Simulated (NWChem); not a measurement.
Species: BHCl cation

```xyz
3

B      0.0000     0.0000    -1.0919
Cl     0.0000     0.0000     0.5077
H      0.0000     0.0000    -2.2675
```
Atoms are numbered in this order, from 1.

All runs: NWChem. Pople sets run with spherical d functions. The geometry was optimised at B3LYP/6-31G* (spherical d). GIAO values for the isolated, static molecule; σ is the absolute isotropic shielding, δ = σ(reference) − σ with the isolated reference molecule computed at the same levels (11B: boron trifluoride, 1H: tetramethylsilane).

For level B3LYP/IGLO-III:

- δ H3 (ppm) = 5.08

**Question.** How do the values read with level B3LYP/6-311G** instead?

**Answer.** The δ H3 (ppm) is 5.29.
